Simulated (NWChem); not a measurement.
System: CH$_{5}$ClSSi; SMILES Cl[SiH2]SC

Input file for NWChem:

```
start job
memory heap 200 mb stack 900 mb global 1100 mb
geometry units angstroms noautosym nocenter noautoz
  Si     0.896166    -0.459205    -0.240880
  Cl    -0.312365    -2.074177     0.299037
  S      0.237580     1.409855     0.542024
  C     -1.340585     1.652989    -0.386941
  H      2.245931    -0.682124     0.321604
  H      0.898534    -0.443113    -1.723396
  H     -1.169456     1.635492    -1.465893
  H     -1.716245     2.637457    -0.100889
  H     -2.075480     0.894801    -0.109172
end
basis spherical
  * library def2-svp
end
dft
  xc b3lyp
  iterations 150
end
cosmo
  do_cosmo_smd true
  solvent water
end
task dft energy
```

Excerpt of the output:

```
             Northwest Computational Chemistry Package (NWChem) 7.3.0
             --------------------------------------------------------

                             Geometry "geometry" -> ""
                             -------------------------

 Output coordinates in angstroms (scale by  1.889725989 to convert to a.u.)

  No.       Tag          Charge          X              Y              Z
 ---- ---------------- ---------- -------------- -------------- --------------
    1 Si                  14.0000     0.89616600    -0.45920500    -0.24088000
    2 Cl                  17.0000    -0.31236500    -2.07417700     0.29903700
    3 S                   16.0000     0.23758000     1.40985500     0.54202400
    4 C                    6.0000    -1.34058500     1.65298900    -0.38694100
    5 H                    1.0000     2.24593100    -0.68212400     0.32160400
    6 H                    1.0000     0.89853400    -0.44311300    -1.72339600
    7 H                    1.0000    -1.16945600     1.63549200    -1.46589300
    8 H                    1.0000    -1.71624500     2.63745700    -0.10088900
    9 H                    1.0000    -2.07548000     0.89480100    -0.10917200

 Effective nuclear repulsion energy (a.u.)     269.9824271323

                                 NWChem DFT Module
                                 -----------------

 Summary of "ao basis" -> "ao basis" (spherical)
 ------------------------------------------------------------------------------
       Tag                 Description            Shells   Functions and Types
 ---------------- ------------------------------  ------  ---------------------
 Si                         def2-svp                 8       18   4s3p1d
 Cl                         def2-svp                 8       18   4s3p1d
 S                          def2-svp                 8       18   4s3p1d
 C                          def2-svp                 6       14   3s2p1d
 H                          def2-svp                 3        5   2s1p

 in cosmo_initialize ...
 calling solv_data for solv:h2o

 solvent parameters
 solvname_short: h2o
 solvname_long:  water
 dielec:       78.4000
 dielecinf:     1.7769
 aqueous SMD model solvent descriptors
 dielec:       78.4000
 sola:          0.8200

          ---------------
          -cosmo- solvent
          ---------------
 Cosmo: York-Karplus, doi: 10.1021/jp992097l
 dielectric constant -eps-     =  78.40
 screen = (eps-1)/(eps    )    =   0.98724
 surface charge correction     = lagrangian

[...]

                                COSMO-SMD solvation results
                                ---------------------------

             internal energy in gas <Psi(g)|H|Psi(g)> =     -1188.726735283681
         internal energy in solvent <Psi(s)|H|Psi(s)> =     -1188.726125437642
                               delta internal energy  =         0.000609846040 (    0.38 kcal/mol)
   total free energy in solvent <Psi(s)|H+V/2|Psi(s)> =     -1188.730984429129
 polarization energy contribution <Psi(s)|V/2|Psi(s)> =        -0.004858991487 (   -3.05 kcal/mol)
    total free energy in solvent including G(SMD-CDS) =     -1188.726685334521
                       G(SMD-CDS) energy contribution =         0.004299094608 (    2.70 kcal/mol)
     1 M fixed-concentration free energy of solvation =         0.000049949160 (    0.03 kcal/mol)

                       DFT Final Molecular Orbital Analysis
                       ------------------------------------

 Vector   27  Occ=2.000000D+00  E=-3.132122D-01
              MO Center=  1.9D-01, -1.5D+00,  1.3D-01, r^2= 3.0D+00
   Bfn.  Coefficient  Atom+Function         Bfn.  Coefficient  Atom+Function
  ----- ------------  ---------------      ----- ------------  ---------------
    31      0.394353  2 Cl pz                29      0.376228  2 Cl px
    28      0.286775  2 Cl pz                26      0.273851  2 Cl px
    69     -0.217984  5 H  s                 70     -0.175260  5 H  s
    25      0.167005  2 Cl pz                23      0.159469  2 Cl px
    30     -0.151775  2 Cl py                74      0.151825  6 H  s

 Vector   28  Occ=2.000000D+00  E=-3.020359D-01
              MO Center=  6.5D-02,  8.0D-02,  2.1D-01, r^2= 4.8D+00
   Bfn.  Coefficient  Atom+Function         Bfn.  Coefficient  Atom+Function
  ----- ------------  ---------------      ----- ------------  ---------------
    48      0.315994  3 S  py                31      0.279192  2 Cl pz
    45      0.247700  3 S  py                49      0.242024  3 S  pz
    30      0.231254  2 Cl py                28      0.201967  2 Cl pz
    46      0.185873  3 S  pz                27      0.170768  2 Cl py
    74      0.167023  6 H  s                 29     -0.148597  2 Cl px

 Vector   29  Occ=2.000000D+00  E=-2.527488D-01
              MO Center=  1.4D-01,  1.2D+00,  3.8D-01, r^2= 2.4D+00
   Bfn.  Coefficient  Atom+Function         Bfn.  Coefficient  Atom+Function
  ----- ------------  ---------------      ----- ------------  ---------------
    49      0.454250  3 S  pz                46      0.318031  3 S  pz
    47     -0.303751  3 S  px                48     -0.283267  3 S  py
    44     -0.213068  3 S  px                45     -0.194932  3 S  py
    43      0.180937  3 S  pz                30     -0.146667  2 Cl py
    89     -0.125705  9 H  s                 41     -0.121190  3 S  px

 Vector   30  Occ=0.000000D+00  E= 5.807661D-03
              MO Center=  2.1D-01,  1.1D-01, -1.0D-01, r^2= 4.6D+00
   Bfn.  Coefficient  Atom+Function         Bfn.  Coefficient  Atom+Function
  ----- ------------  ---------------      ----- ------------  ---------------
    57      0.772386  4 C  s                 11      0.748878  1 Si px
     3     -0.516868  1 Si s                 30      0.430375  2 Cl py
    48     -0.393016  3 S  py                22      0.385225  2 Cl s
    85     -0.366526  8 H  s                 12      0.298123  1 Si py
    70     -0.270584  5 H  s                 90     -0.250811  9 H  s

[...]
```

Level: B3LYP/def2-SVP, SMD on the gas-phase geometry. The geometry was optimised at B3LYP/6-31G* (spherical d). Solvent: water.
